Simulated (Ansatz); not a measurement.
HBF, SMILES `[BH-]F` (excited triplet) (charge -1, multiplicity 3). This triplet is an excited state, 0.69 eV above the relaxed singlet at the level composite: frozen-core CCSD(T) with HF/aug-cc-pVQZ and the correlation energy extrapolated as X^-3 from aug-cc-pVTZ and aug-cc-pVQZ, plus CCSDT(Q) minus CCSD(T) in aug-cc-pVDZ // PBE0-D3(BJ)/def2-TZVPD (Ansatz, a program for electronic structure).

Z-matrix (Å, degrees):
```
B
F 1 1.3945
H 1 1.2154 2 120.97
```
Charge -1, spin multiplicity 3.

Frozen-core energies in aug-cc-pVTZ from Ansatz at a geometry from PBE0-D3(BJ)/def2-TZVPD; the HF reference has <S^2> = 2.00 and the T1 diagnostic is 0.026.

```json
[
 {"level": "HF", "energy (Ha)": "-124.69987", "difference from CCSDT(Q) (mHa)": "375.79"},
 {"level": "MP2", "energy (Ha)": "-125.05149", "difference from CCSDT(Q) (mHa)": "24.18"},
 {"level": "CCSD", "energy (Ha)": "-125.06227", "difference from CCSDT(Q) (mHa)": "13.40"},
 {"level": "CCSD(T)", "energy (Ha)": "-125.07468", "difference from CCSDT(Q) (mHa)": "0.98"},
 {"level": "CCSDT", "energy (Ha)": "-125.07528", "difference from CCSDT(Q) (mHa)": "0.39"},
 {"level": "CCSDT(Q)", "energy (Ha)": "-125.07566", "difference from CCSDT(Q) (mHa)": "0.00"}
]
```
